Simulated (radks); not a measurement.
The numbers below are computed, except where a source is named.
The palladium ion Pd+, configuration [Kr] 4d9 (the NIST ground configuration). Level of theory: Dirac Kohn-Sham, LDA (Slater exchange, Perdew-Wang correlation), spin-unpolarised, spherical densities, finite nucleus; open shells are shared between the two j in proportion to 2j + 1; Fermi nuclear charge, rms radius 4.5318 fm (a radial shooting solver on a logarithmic mesh with Libxc functionals).

X-ray form factor f0, the Fourier transform of the density (f0(0) = 45):

sin(theta)/lambda (1/angstrom),f0 (electrons)
0.05,44.349
0.1,42.559
0.15,40.017
0.2,37.144
0.25,34.263
0.3,31.571
0.4,27.051
0.5,23.689
0.6,21.213
0.8,17.691
1,14.868
1.25,11.757
1.5,9.290
2,6.465
